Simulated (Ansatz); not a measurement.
Abridged output of a molecular run in Ansatz:

```
Functional definition: HF
  name "HF"
  cite "Fock, Z. Phys. 61, 126 (1930) doi:10.1007/BF01340294"
  parent pbe
  exchange = exact_x
  correlation = 0
1593 factors; integrals over basis functions are off by at most 1.0e-3 eV
mean field evaluation 1: about -17647.1496 eV, gradient 6.0e1 eV
mean field evaluation 2: about -17647.3652 eV, gradient 6.1e1 eV
mean field evaluation 4: about -17654.7010 eV, gradient 1.1e1 eV
mean field evaluation 8: about -17655.0254 eV, gradient 1.0e0 eV
mean field evaluation 16: about -17655.0311 eV, gradient 2.9e-6 eV
mean field -17655.03106549 eV, -648.8104246470 hartree, gradient 2.9e-6 eV, S^2 0.000000; 0 other end points of the search recorded, 0 dependent functions left out
8 core orbitals not correlated: weight in the atoms' cores, before any rotation towards them, 1.000 or more for the frozen orbitals, at most 0.000 for the correlated occupied ones
reference -17655.03106549 eV, -648.8104246470 hartree; 20, 20 occupied and 233, 233 virtual orbitals, 1593 factors
second order -35.33384740 eV of doubles, -0.00000000 eV of singles
cycle   1  -33.71356279 eV  change     1.6e0 eV  update   2.6e-1
cycle   2  -34.92854910 eV  change    -1.2e0 eV  update   1.6e-1
cycle   3  -35.27205102 eV  change   -3.4e-1 eV  update   4.6e-2
cycle   4  -35.28853917 eV  change   -1.6e-2 eV  update   2.1e-2
cycle   5  -35.26441540 eV  change    2.4e-2 eV  update   7.9e-3
cycle   6  -35.26300384 eV  change    1.4e-3 eV  update   3.7e-3
cycle   7  -35.26488424 eV  change   -1.9e-3 eV  update   1.6e-3
cycle   8  -35.26448429 eV  change    4.0e-4 eV  update   7.1e-4
cycle   9  -35.26463643 eV  change   -1.5e-4 eV  update   3.0e-4
cycle  10  -35.26512496 eV  change   -4.9e-4 eV  update   1.3e-4
cycle  11  -35.26485235 eV  change    2.7e-4 eV  update   7.2e-5
cycle  12  -35.26474157 eV  change    1.1e-4 eV  update   4.5e-5
cycle  13  -35.26481488 eV  change   -7.3e-5 eV  update   1.9e-5
cycle  14  -35.26479539 eV  change    1.9e-5 eV  update   7.6e-6
perturbative correction -1.87245763 eV, -0.0688115489 hartree
Total energy: -17692.16831852 eV, -650.1751935230 hartree
```

Its atoms:

Z-matrix (Å, degrees):
```
C
Nb 1 2.139
H 1 1.095 2 109.0
H 1 1.092 2 112.2 3 -120.0
H 1 1.096 2 109.4 3 118.9
N 2 1.945 1 105.4 3 179.0
F 2 1.870 1 107.2 3 -57.8
S 2 2.139 1 105.2 3 65.6
H 6 1.013 2 122.8 1 77.8
H 6 1.010 2 126.4 1 -108.7
```

(1) Which basis set was used?
A. cc-pV(Q+d)Z
B. def2-SVP
C. def2-TZVPP
D. def2-QZVPP

(2) Write the keys of the input that set method, charge and spin (a neutral closed shell needs none for the last two).

## Answers

(1) C. It gives 261 functions.

(2) 
```yaml
correlation: {method: ccsd_t}
```
